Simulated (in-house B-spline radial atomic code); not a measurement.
**P6+: [He] 2s2 2p5**

Level of theory: Dirac-Kohn-Sham PBE0, spherical fractional occupations, exact exchange averaged over the configuration, Fermi nucleus of rms radius 3.1889 fm; calculated with an all-electron radial atomic-structure program (B-spline basis).

Screening seen three ways: the hydrogenic charge with the same mean radius, Z_r = [3n² - l(l+1)]/(2<r>), the one with the same energy, Z_e = n√(-2ε), and Slater's rules. Values are occupation-weighted means over j.

```tsv
shell	electrons	ε (eV)	<r> (bohr)	Z_r	Z_e	Slater
1s	2	-2245.1	0.1034	14.50	12.85	14.70
2s	2	-299.3	0.5009	11.98	9.38	11.20
2p	5	-250.55	0.4587	10.90	8.58	11.20
```

The least bound orbital is 2p3/2 at -250.2 eV, while the most diffuse is 2s1/2 (<r> = 0.5009 bohr against 0.4594 bohr): energy order and size order differ.

Spin-orbit splittings of the orbital energies (j = l + 1/2 above j = l - 1/2 when positive): 2p 1.019 eV.

For the 1s electron the small component carries 0.284 % of the norm, the zero-frequency Breit interaction raises the level by 1.388 eV, self-energy by 0.6121 eV, and vacuum polarisation lowers it by 0.03925 eV.

The density falls to 0.001 bohr⁻³ at 1.548 bohr; Σ<r²> = 1.9254 bohr² gives, by the non-relativistic formula and without the paramagnetism of open shells, a Langevin diamagnetic susceptibility of -1.525×10⁻⁶ cm³/mol.
